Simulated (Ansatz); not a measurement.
Geometry optimisation, Ansatz 0.2.0, RKS LDA/def2-SVP.

Input:

```yaml
crystal:
  periodic: [false, false, false]
  atoms:
    - { symbol: Ga, position_ang: [0.016737, 0.538302, -0.434542] }
    - { symbol: H, position_ang: [0.029494, -0.046953, 2.27175] }
    - { symbol: "N", position_ang: [1.644398, 0.067701, -0.991174] }
    - { symbol: H, position_ang: [1.885006, -0.845165, -1.384162] }
    - { symbol: H, position_ang: [2.447262, 0.694678, -0.89486] }
    - { symbol: H, position_ang: [-1.301058, -0.263971, -0.520114] }
    - { symbol: Cl, position_ang: [0.001957, 2.598229, 0.371093] }
    - { symbol: H, position_ang: [0.009105, 0.649878, 2.051009] }
basis:
  gaussian: { orbitals: def2-SVP }
hamiltonian:
  xc: lda
relax:
  f_tol: 0.03
  max_steps: 50
```

Run as:

```bash
$ ansatz run input.yaml --threads 2 --pin off --max-ram 3072MiB --backend cpu --events-out ev --progress --plain --runs-dir out
```

Q: Where does it end, and by what steps?

A: The forces met the threshold. After 6 steps the energy has fallen by 0.092 eV; H2 moved furthest, 0.18 Å.

| step | energy less start (eV) | largest force component (eV/Å) | accepted |
| --- | --- | --- | --- |
| 0 | 0.0000 | 2.030 | yes |
| 1 | -0.0805 | 0.262 | yes |
| 2 | -0.0793 | 0.264 | no |
| 3 | -0.0899 | 0.123 | yes |
| 4 | -0.0910 | 0.097 | yes |
| 5 | -0.0918 | 0.051 | yes |
| 6 | -0.0924 | 0.020 | yes |

```xyz
8
Properties=species:S:1:pos:R:3
Ga 0.017 0.590 -0.387
H 0.069 -0.151 2.132
N 1.635 0.078 -0.945
H 1.856 -0.853 -1.305
H 2.448 0.697 -0.893
H -1.289 -0.235 -0.452
Cl -0.018 2.636 0.265
H 0.016 0.631 2.053
```

Whether the end is a true minimum wasn't checked by a vibrational analysis.

The run took 12 s on 2 threads of Arm Neoverse N1, with other jobs on the host, peak memory 0.12 GiB.
